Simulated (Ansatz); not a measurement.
Start from `CO/C=C\[SeH]` and change one atom or group (the configuration at the double bond changes too) to get `CO/C=C/F`.

Ansatz, PBE0-D4/def2-TZVP geometries, multiplicity 1. Each molecule was computed in one conformer, which needn't be the lowest.

Scalar relativity is left out up to krypton.

| property | `CO/C=C\[SeH]` |
| --- | --- |
| LUMO energy (PBE0/def2-TZVPP) / eV | 0.39 |
| size of the dipole moment (ωB97M-V/def2-TZVPP) / D | 2.28 |
| HOMO energy (PBE/def2-TZVPP) / eV | -4.67 |
| LUMO energy (PBE/def2-TZVPP) / eV | -0.54 |
| LUMO energy (B3LYP/def2-TZVPP) / eV | 0.11 |
| HOMO–LUMO gap (PBE/def2-TZVPP) / eV | 4.14 |

Task: What does the change do to each property? (An estimate is asked.)

Result: The calculation gave: 
```
                                          property  `CO/C=C/F`  shift
                LUMO energy (PBE0/def2-TZVPP) / eV        0.90   0.51
size of the dipole moment (ωB97M-V/def2-TZVPP) / D        2.03  -0.25
                 HOMO energy (PBE/def2-TZVPP) / eV       -5.33  -0.66
                 LUMO energy (PBE/def2-TZVPP) / eV       -0.12   0.42
               LUMO energy (B3LYP/def2-TZVPP) / eV        0.61   0.50
               HOMO–LUMO gap (PBE/def2-TZVPP) / eV        5.20   1.06
```

With PBE0 the HOMO falls by 0.87 eV and the LUMO rises by 0.51 eV, so the gap widens by about 1.38 eV. PBE moves the HOMO by -0.66 eV and ωB97M-V by -1.03 eV. Dipoles are sizes alone; their direction can turn.

B3LYP here is the variant with VWN-RPA as its local correlation; programs differ in this.

Spin–orbit coupling is left out; it splits and shifts lone-pair levels of the heavy atoms by tenths of an eV.
